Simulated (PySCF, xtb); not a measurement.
CH₆FNOSi₂, SMILES N[Si@@H]1OC[Si@@H]1F. Other conformers were not sampled.

Harmonic wavenumbers (cm⁻¹) from GFN2-xTB (xtb) at its own minimum, in rising order: 79, 115, 159, 193, 228, 265, 385, 434, 440, 519, 591, 644, 671, 697, 715, 758, 790, 821, 932, 999, 1149, 1232, 1476, 1502, 2235, 2278, 2932, 2952, 3479, 3533.

What does PBE-D3(BJ)/def2-SVP run with PySCF give at its own minimum? (An estimate is asked for; the answer gives what the named calculation found.)

53, 86, 199, 218, 282, 310, 356, 392, 423, 589, 622, 667, 714, 749, 787, 808, 859, 872, 914, 982, 1152, 1195, 1408, 1486, 2138, 2181, 2945, 3008, 3496, 3597. Paired by order, the mean absolute difference is 42 cm⁻¹ and the zero-point energies are 47.5 and 47.9 kcal/mol.
